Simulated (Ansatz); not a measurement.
Z-matrix (Å, degrees):
```
Ti
C 1 2.424
C 1 2.412 2 118.2
C 1 2.393 2 131.2 3 68.9
O 1 1.879 2 110.3 3 -165.2
C 1 2.421 2 148.4 3 -22.4
C 1 2.407 2 56.3 3 96.2
C 1 2.420 2 33.7 3 174.6
O 1 1.879 2 79.8 3 -69.4
C 1 2.425 2 165.1 3 63.7
C 1 2.407 2 110.6 3 36.3
C 1 2.394 2 34.0 3 58.1
C 1 2.412 2 56.2 3 137.1
H 1 2.433 2 65.1 3 -85.3
H 1 2.434 2 127.6 3 -151.3
H 2 1.079 1 118.3 3 62.6
H 3 1.078 1 116.4 2 -37.2
H 4 1.079 1 119.0 2 59.8
H 6 1.079 1 116.8 2 -84.7
H 7 1.079 1 119.3 2 -159.5
H 8 1.079 1 116.8 2 123.0
H 10 1.079 1 118.4 2 127.7
H 11 1.079 1 119.3 2 12.3
H 12 1.079 1 119.1 2 -122.6
H 13 1.078 1 116.4 2 159.0
```

Charge 0, multiplicity 1.

Task: List the ωB97M-V/def2-TZVPP orbital energies in eV (the Gaussian-basis code of Ansatz). (An estimate is asked.)

Result: The calculation gave: Occupied: -4880.56, -548.98, -524.94, -524.94, -457.52, -457.51, -457.49, -281.80, -281.80, -281.79, -281.79, -281.74, -281.74, -281.65, -281.65, -281.59, -281.58, -69.33, -44.67, -44.64, -44.62, -28.94, -28.75, -27.73, -27.55, -22.98, -22.86, -22.78, -22.64, -18.19, -18.12, -17.91, -17.86, -17.75, -17.49, -15.22, -15.12, -14.18, -13.82, -13.78, -13.64, -13.61, -13.30, -13.24, -13.24, -13.07, -13.05, -11.62, -11.60, -11.42, -10.73, -9.98, -9.04, -8.97, -8.43. Lowest empty: 1.06, 1.25, 1.28, 1.46, 1.70, 1.73, 2.75, 2.84.
